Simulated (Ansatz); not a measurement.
`F[CH2][InH][F]` → `[CH2]` (triplet) + `[F][InH][F]`  (formal loss of a carbene)

Program: Ansatz. Geometries: PBE0-D4/def2-TZVP. ΔE: electronic, gas phase. CCSD(T)/CBS adds triple-zeta CCSD(T) − MP2 to the extrapolated MP2 energy (def2 sets, frozen cores). This one scheme is used for every species. Functionals use def2-TZVPP. Triplets are unrestricted, without spin–orbit coupling. Elements past krypton have def2 core potentials. For In outer-core shells are correlated without core-valence functions, which leaves a few kJ/mol of doubt a bond. One conformer a species, not always the lowest.

```
          species  PBE-QIDH energy (Eh)
 `F[CH2][InH][F]`            -429.35961
`[CH2]` (triplet)             -39.10983
    `[F][InH][F]`            -390.14137
```

Question: Work out ΔE.

Answer: ΔE = (-39.10983) + (-390.14137) − (-429.35961) = 0.10841 Eh = +284.6 kJ/mol. CCSD(T)/CBS gives +286.2 kJ/mol.

Question: What do rigid-rotor, harmonic-oscillator terms from PBE0-D4/def2-TZVP frequencies (298.15 K, 1 bar) make of the CCSD(T)/CBS value? (Best estimate.)

Answer: The calculation gave: ΔZPE = -26.0 kJ/mol, ΔH = +265.7 kJ/mol, ΔS = 145 J/(mol·K), ΔG = +222.4 kJ/mol. Open shells count their whole term as degenerate. Modes under 50 cm⁻¹ make the entropy rough.

Largest T1 diagnostic among the species: 0.017.

From BLYP to BHLYP (50 % exact exchange), in def2-TZVPP and without D4, ΔE moves by −14.5 kJ/mol. At CCSD(T), def2-SVP lies −21.8 kJ/mol from the extrapolated value and def2-TZVPP −5.1 kJ/mol.
